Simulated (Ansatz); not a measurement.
Total energies of Zn2Se3⁻ from Ansatz at PBE0-D4/def2-TZVPD, gas phase (1 Eh = 27.2114 eV = 2625.5 kJ/mol). The reference geometry is relaxed at PBE-D4/def2-SVPD.

Cartesian coordinates in Å:
```
Zn 0.167 0.453 -0.447
Zn -0.495 -1.330 1.316
Se 0.809 -1.993 -0.459
Se -1.245 0.823 1.618
Se 0.764 2.047 -2.027
```

| state | geometry | energy (Eh) |
| --- | --- | --- |
| charge -1 doublet | reference | -10762.35620 |
| charge 0 triplet | reference | -10762.21129 |
| charge -1 quartet | relaxed at PBE-D4/def2-SVPD | -10762.29768 |

**Question.** Work out the vertical ionisation energy to the triplet.

**Answer.** E(charge 0 triplet) − E(charge -1 doublet) = -10762.21129 − (-10762.35620) = 0.14491 Eh = 3.94 eV. For comparison, −ε of the highest occupied level of the spin that leaves is 2.37 eV at this level, 1.57 eV less.

**Question.** Which of the charge -1 states is lowest, and how far above it are the others?

**Answer.** The doublet. quartet: -10762.29768 − (-10762.35620) = 0.05852 Eh = 153.6 kJ/mol. The quartet differs in its bonds from the reference.

The structure comes from a short search, and lower isomers may exist.
